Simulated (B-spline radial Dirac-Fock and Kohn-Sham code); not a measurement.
## Dipole and non-dipole photoemission parameters of As 2p3/2

System: the free arsenic atom, [Ar] 3d10 4s2 4p3; threshold 1323.6 eV (tabulated edge). These are calculated numbers from a radial atomic solver; the model is Dirac-Hartree-Slater photoionisation with a Latter tail; cross sections with all multipoles, angular parameters from the dipole term and its interference with E2.

For linearly polarised light dσ/dΩ = σ/(4π) [1 + β P₂(cos θ) + (δ + γ cos²θ) sin θ cos φ], with θ from the polarisation vector and φ the angle between the beam and the projection of the electron momentum on the plane normal to the polarisation.

| hν (eV) | σ (kb) | β | γ | δ |
| --- | --- | --- | --- | --- |
| 2000 | 169 | 1.440 | 0.089 | 0.023 |
| 2070 | 154 | 1.450 | 0.126 | 0.024 |
| 2740 | 71.2 | 1.465 | 0.419 | 0.035 |
| 3690 | 30.1 | 1.409 | 0.718 | 0.049 |
| 4630 | ? | ? | ? | ? |
| 4910 | 12.7 | 1.316 | 0.983 | 0.070 |
| 6000 | 6.82 | 1.235 | 1.158 | 0.089 |
| 9220 | 1.71 | 1.033 | 1.483 | 0.147 |
| 15000 | 0.333 | 0.782 | 1.767 | 0.248 |

**Question.** Give the values at 4630 eV.

**Answer.** σ = 15.2 kb, β = 1.337, γ = 0.931, δ = 0.065.
